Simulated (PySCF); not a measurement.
## Bonding in `CC(C)N[SiH2][SiH3]`

Species: C3H13NSi2.
Numbering: `[CH3:1][CH:2]([CH3:3])[NH:4][SiH2:5][SiH3:6]` (hydrogens: H7, H8, H9 on C1; H10 on C2; H11, H12, H13 on C3; H14 on N4; H15, H16 on Si5; H17, H18, H19 on Si6)

Structure used (GFN2-xTB), in Å, numbered top down from 1:
```
atom  x, y, z in Å
C1    -1.6700    1.1167   -1.0567
C2    -1.2555   -0.1401   -0.2892
C3    -2.2270   -0.4251    0.8554
N4     0.0893   -0.0324    0.2280
Si5    1.4961   -0.5013   -0.6362
Si6    3.2683   -0.2634    0.8052
H7    -2.6615    0.9938   -1.4852
H8    -1.6819    1.9774   -0.3900
H9    -0.9627    1.3102   -1.8595
H10   -1.2575   -0.9893   -0.9801
H11   -2.2467    0.4133    1.5497
H12   -1.9122   -1.3144    1.3957
H13   -3.2321   -0.5828    0.4731
H14    0.1582    0.7081    0.9108
H15    1.6965    0.2380   -1.9046
H16    1.2161   -1.8821   -1.0595
H17    3.3221    1.0367    1.4862
H18    4.5344   -0.3860    0.0791
H19    3.3164   -1.2681    1.8704
```

Bond orders from the PBE0/pcSseg-1 density (PySCF). The structure is a single GFN2-xTB conformer in the gas phase; no vibrational or solvent corrections.

(1) Where do the orders between heavy atoms depart from those drawn in the SMILES?

(2) Give the Mayer order of every bond, beside its length.

(3) Sum the orders of all bonds at each heavy atom with more than one neighbour and set the sums beside the valence in the SMILES.

Answers

(1) The largest departure is 0.080, at C2–N4 (drawn single, 0.920).

(2) 
```json
{"bond": "C1–C2", "drawn as": "single", "length (Å)": "1.530", "Mayer order": "1.026"}
{"bond": "C2–C3", "drawn as": "single", "length (Å)": "1.528", "Mayer order": "1.034"}
{"bond": "C2–N4", "drawn as": "single", "length (Å)": "1.445", "Mayer order": "0.920"}
{"bond": "N4–Si5", "drawn as": "single", "length (Å)": "1.716", "Mayer order": "1.000"}
{"bond": "Si5–Si6", "drawn as": "single", "length (Å)": "2.297", "Mayer order": "0.932"}
{"bond": "C1–H7", "drawn as": "single", "length (Å)": "1.087", "Mayer order": "0.963"}
{"bond": "C1–H8", "drawn as": "single", "length (Å)": "1.089", "Mayer order": "0.961"}
{"bond": "C1–H9", "drawn as": "single", "length (Å)": "1.087", "Mayer order": "0.965"}
{"bond": "C2–H10", "drawn as": "single", "length (Å)": "1.095", "Mayer order": "0.939"}
{"bond": "C3–H11", "drawn as": "single", "length (Å)": "1.089", "Mayer order": "0.963"}
{"bond": "C3–H12", "drawn as": "single", "length (Å)": "1.087", "Mayer order": "0.968"}
{"bond": "C3–H13", "drawn as": "single", "length (Å)": "1.087", "Mayer order": "0.963"}
{"bond": "N4–H14", "drawn as": "single", "length (Å)": "1.010", "Mayer order": "0.926"}
{"bond": "Si5–H15", "drawn as": "single", "length (Å)": "1.482", "Mayer order": "0.871"}
{"bond": "Si5–H16", "drawn as": "single", "length (Å)": "1.471", "Mayer order": "0.921"}
{"bond": "Si6–H17", "drawn as": "single", "length (Å)": "1.469", "Mayer order": "0.932"}
{"bond": "Si6–H18", "drawn as": "single", "length (Å)": "1.465", "Mayer order": "0.933"}
{"bond": "Si6–H19", "drawn as": "single", "length (Å)": "1.465", "Mayer order": "0.934"}
```

(3) C1 3.915 (drawn 4), C2 3.919 (drawn 4), C3 3.928 (drawn 4), N4 2.846 (drawn 3), Si5 3.724 (drawn 4), Si6 3.731 (drawn 4). Orders between atoms that aren't bonded are not in these sums.

Mayer orders depend on the basis set.
